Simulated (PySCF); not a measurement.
Constitutional and geometric isomers with formula CH3BN2. Gas-phase values, no solvent. One relaxed conformer stands for each flexible species; it need not be the lowest. Strings in code marks are SMILES.

Level of theory: PySCF with PBE-D3(BJ)/def2-TZVP // r2SCAN-D4/def2-TZVP. Delta-SCF ions had no search for a lower state. Excitations are Tamm–Dancoff values on a coarser integration grid. The basis has no diffuse functions, so Rydberg states are missing or too high.

```json
[
 {"species": "`N(=C)/B=N/[H]`", "vertical ionisation energy (Delta-SCF) (eV)": "9.35", "brightest of the four lowest singlets (TDA) (eV)": "4.81"},
 {"species": "`BNC#N`", "vertical ionisation energy (Delta-SCF) (eV)": "–", "brightest of the four lowest singlets (TDA) (eV)": "?"},
 {"species": "`B(C#N)N`", "vertical ionisation energy (Delta-SCF) (eV)": "11.27", "brightest of the four lowest singlets (TDA) (eV)": "6.62"},
 {"species": "`BN=C=N`", "vertical ionisation energy (Delta-SCF) (eV)": "9.93", "brightest of the four lowest singlets (TDA) (eV)": "5.79"}
]
```

Problem. What belongs in the gaps?

Solution. 
- `BNC#N`, brightest of the four lowest singlets (TDA) (eV): 5.95
